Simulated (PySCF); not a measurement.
SMILES COc1ccc(O[SiH3])s1, GFN2-xTB optimised geometry.

```
17

C     -2.34    -2.91     0.00
O     -0.95    -3.12     0.00
C     -0.17    -2.03     0.00
C      1.19    -2.03     0.00
C      1.75    -0.72     0.00
C      0.81     0.26     0.00
O      1.03     1.57     0.00
Si     0.00     2.84    -0.04
S     -0.81    -0.40     0.00
H     -2.80    -3.89     0.00
H     -2.66    -2.35     0.89
H     -2.65    -2.35    -0.89
H      1.77    -2.93     0.00
H      2.80    -0.52     0.00
H     -0.90     2.80     1.12
H      0.99     3.89     0.00
H     -0.80     2.80    -1.26
```

Density from PBE/def2-SVP (PySCF 2.14.0) at that geometry.

Minimum of the electron density along straight lines between bonded atoms, close to the bond critical point (lines longer than 1.1 times the sum of covalent radii, or with two minima, are not listed):

| bond | length / Å | ρ at the minimum / e bohr⁻³ | ∇²ρ there / e bohr⁻⁵ | position (fraction from the first atom) |
|---|---|---|---|---|
| C1–O2 | 1.407 | 0.255 | -0.35 | 0.34 |
| O2–C3 | 1.347 | 0.292 | -0.25 | 0.67 |
| C3–C4 | 1.358 | 0.321 | -0.79 | 0.53 |
| C4–C5 | 1.417 | 0.288 | -0.67 | 0.50 |
| C5–C6 | 1.356 | 0.322 | -0.80 | 0.48 |
| C6–O7 | 1.328 | 0.296 | -0.05 | 0.33 |
| O7–Si8 | 1.632 | 0.124 | 1.05 | 0.59 |
| C3–S9 | 1.748 | 0.203 | -0.39 | 0.47 |
| C6–S9 | 1.748 | 0.205 | -0.39 | 0.46 |
| C1–H10 | 1.088 | 0.282 | -1.09 | 0.64 |
| C1–H11 | 1.095 | 0.277 | -1.03 | 0.64 |
| C1–H12 | 1.095 | 0.278 | -1.03 | 0.64 |
| C4–H13 | 1.073 | 0.281 | -1.05 | 0.63 |
| C5–H14 | 1.074 | 0.280 | -1.05 | 0.63 |
| Si8–H15 | 1.464 | 0.119 | 0.30 | 0.49 |
| Si8–H16 | 1.452 | 0.121 | 0.33 | 0.49 |
| Si8–H17 | 1.464 | 0.119 | 0.30 | 0.49 |
